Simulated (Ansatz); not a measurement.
Start from `C[O][Mo]([F])(=[S])([Cl])[Cl]` and change one atom or group to get `[OH][Mo]([F])(=[S])([Cl])[Cl]`.

Ansatz, PBE0-D4/def2-TZVP geometries, multiplicity 1. Each molecule was computed in one conformer, which needn't be the lowest.

Elements past krypton have def2 core potentials.

```csv
property,`C[O][Mo]([F])(=[S])([Cl])[Cl]`
HOMO energy (PBE0/def2-TZVPP) / eV,-8.44
HOMO energy (PBE/def2-TZVPP) / eV,-7.14
LUMO energy (PBE0/def2-TZVPP) / eV,-4.05
zero-point energy (PBE0-D4/def2-TZVP) / kJ/mol,128.8
HOMO–LUMO gap (PBE/def2-TZVPP) / eV,2.47
size of the dipole moment (ωB97M-V/def2-TZVPP) / D,3.05
```

(1) Give the same properties after the change, and the shifts. (Estimate.)

Answers

(1) Computed: 
```csv
property,`[OH][Mo]([F])(=[S])([Cl])[Cl]`,shift
HOMO energy (PBE0/def2-TZVPP) / eV,-8.65,-0.21
HOMO energy (PBE/def2-TZVPP) / eV,-7.33,-0.19
LUMO energy (PBE0/def2-TZVPP) / eV,-4.31,-0.26
zero-point energy (PBE0-D4/def2-TZVP) / kJ/mol,52.8,-76.0
HOMO–LUMO gap (PBE/def2-TZVPP) / eV,2.39,-0.08
size of the dipole moment (ωB97M-V/def2-TZVPP) / D,1.94,-1.11
```

With PBE0 the HOMO falls by 0.21 eV and the LUMO falls by 0.26 eV, so the gap narrows by about 0.05 eV. PBE moves the HOMO by -0.19 eV and ωB97M-V by -0.20 eV. The zero-point energy changes by -76.0 kJ/mol with -9 modes. Dipoles are sizes alone; their direction can turn.
